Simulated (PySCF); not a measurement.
# Exercise with solution: oscillator strength and radiative lifetime

CH10O2Si3, SMILES [SiH2]([SiH3])O[Si@H](C)O.

Geometry optimised at B3LYP-D3(BJ)/def2-SVP. The structure was generated by enumeration; whether it is a known compound was not checked. Other conformers were not sampled.

PySCF with TDA-B3LYP/def2-SVPD puts the first singlet state with f over 0.02 at 7.13 eV (vertical), with the transition dipole (-0.164, -0.130, 0.313) in atomic units.

Question: Find the oscillator strength, the wavelength and the radiative lifetime that this transition would have in vacuum if emission retraced absorption.

Answer: 
|μ|² = 0.1418 au, so |μ| = 0.96 D. ΔE = 7.13/27.211 = 0.2620 hartree. f = (2/3) ΔE |μ|² = 0.025 (the program prints 0.025).
λ = 1239.84/7.13 = 174 nm; ν = 57507 cm⁻¹.
Einstein's coefficient A = 0.6670 ν² f s⁻¹ (ν in cm⁻¹) = 5.5e7 s⁻¹, so τ = 1/A = 18 ns. This state is S4; the lower singlets have f = 0.015, 0.008, 0.006. The figure is the radiative limit of this one transition; relaxation, internal conversion, crossing to triplets and a medium change what is measured.
